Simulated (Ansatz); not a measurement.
Question: Predict a relaxed structure of (LiSH)4 cube (Li4H4S4), charge 0, singlet, at r2SCAN-D4/def2-SVP (Ansatz).

Answer: 
```csv
atom,x (Å),y (Å),z (Å)
Li1,1.5238,-0.0637,-1.3099
Li2,0.7277,0.1525,1.8683
Li3,-1.0914,-1.6820,-0.1587
Li4,-1.1607,1.5928,-0.3994
S5,1.1890,1.8324,0.1732
S6,1.2649,-1.7355,0.4352
S7,-0.7936,-0.1668,-2.0355
S8,-1.6609,0.0695,1.4273
H9,1.9192,2.9560,0.2788
H10,2.0412,-2.7999,0.7020
H11,-1.2796,-0.2685,-3.2847
H12,-2.6794,0.1130,2.3035
```
Point group Td (tolerance 0.1 Å). This is one stationary point.
